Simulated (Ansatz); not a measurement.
H5InN2, SMILES `[NH2][InH][NH2]` from Hartree–Fock to CCSD(T)

```csv
atom,x (Å),y (Å),z (Å)
N1,0.412,-0.776,-1.474
In2,-0.438,-0.530,0.339
N3,-0.011,1.262,1.164
H4,1.188,-0.189,-1.739
H5,0.553,-1.706,-1.838
H6,-1.412,-1.707,1.092
H7,-0.611,1.636,1.882
H8,0.319,2.010,0.574
```

Total charge 0; spin multiplicity 1. Correlated methods include outer-core shells of In, which these sets cover unevenly. In: def2 effective core potential. Geometry: relaxed with PBE0-D4/def2-TZVP. It is one conformer, not always the lowest. Frozen core, restricted reference, the Gaussian-basis code of Ansatz.

```
     basis     HF (Eh)  MP2 corr.  CCSD corr.       (T)  CCSD(T) total
  def2-SVP  -300.91596   -0.44468    -0.47514  -0.01319     -301.40429
def2-TZVPP  -301.06911   -0.73425    -0.74644  -0.02634     -301.84189
def2-QZVPP  -301.07688   -0.95490           –         –              –
```
